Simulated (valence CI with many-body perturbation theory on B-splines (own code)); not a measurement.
## Questions on Xe VI

Method: valence CI with perturbative core correlation (CI+MBPT): three valence electrons over a frozen Dirac-Fock core [Kr] 4d10, radial functions for each j: 9 s, 9 p, 8 d, 6 f, 3 g, 1 h, with the one-electron correlation potential Σ1 (screened to all orders), the two-electron term Σ2, the three-electron term Σ3, Breit, model QED; selected single and double excitations, second order for the rest, scaled by the run's own slope (own B-spline code, finite nucleus).

Set against measurement, 16 paired levels are off by 361 cm⁻¹ on average, the worst by 763. These come from a selection out of Saloman, J. Phys. Chem. Ref. Data 33, 765 (2004). Levels without a partner in it may be off by more, other configurations by several thousand cm⁻¹.

Names give the largest LS component (configuration and term), which can be under half, so a name can repeat, a term be missing and a line seem to break the LS rules; names also repeat where a configuration has a term twice.

Rates and lifetimes use the calculated energies. Strong lines usually hold to 10 to 20 %, long lifetimes can be off by a factor of two.

What is the ground level?

5s2 5p 2P°_1/2, composition 98 % 5s2 5p 2P°, g = 0.666.

How is the term 2P° of the ground level split?

J = 1/2 at 0.000, J = 3/2 at 1.935 eV.

Among levels below 35.542 eV, which E1 lines absorb most strongly from the ground level?

to 5s2 5d 2D_3/2 at 55.31 nm, f = 1.22; to 5s 5p2 2P_1/2 at 70.33 nm, f = 0.603; to 5s 5p2 2P_3/2 at 62.65 nm, f = 0.324.

What is the ionisation energy?

66.702 eV; NIST lists 66.703 ± 0.007 eV (measured).

Name the longest-lived excited levels whose lifetime is computed, and their main decay.

5s2 5p 2P°_3/2 at 1.935 eV lives 29.0 ms, mostly by M1 to 5s2 5p 2P°_1/2. The lifetime of 5s 5p 5d 4F°_9/2 is too uncertain to give, and may be longer.

What are the static dipole polarisabilities of the lowest levels?

5s2 5p 2P°_1/2 5.74; 5s2 5p 2P°_3/2 6.00 (tensor 0.22) bohr³, of which the core gives 0.835.

Where does the other parity begin?

At 5s 5p2 4P_1/2, 11.443 eV.
